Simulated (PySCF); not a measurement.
# How methods differ on the excitation energy of Nb+

Nb+ [Kr] 4d4 (5D) → Nb+ [Kr] 4d3 5p1 (high-spin determinant), as a difference of total energies. Calculation: PySCF 2.14, in x2c-QZVPPall (13s8p7d3f2g, 111 functions); scalar relativity by spin-free X2C-1e. Correlated levels: valence: [Kr] frozen. The calculations carry no spin-orbit coupling.

| method | excitation energy (cm⁻¹) |
| --- | --- |
| UHF | 31656 |
| MP2 (valence) | 34054 |
| SCS-MP2 (valence) | 32455 |
| CCSD (valence) | 33742 |
| CCSD(T) (valence) | 33648 |

A first-order spin-orbit estimate (lowest level to lowest level, LS coupling) adds -0.096 eV.

The basis was made for the ground configuration and has no added diffuse functions, so the excitation energy can come out too high.

The determinant of the upper state mixes LS terms, which raises its energy above the lowest term, most at the Hartree-Fock and MP2 levels.
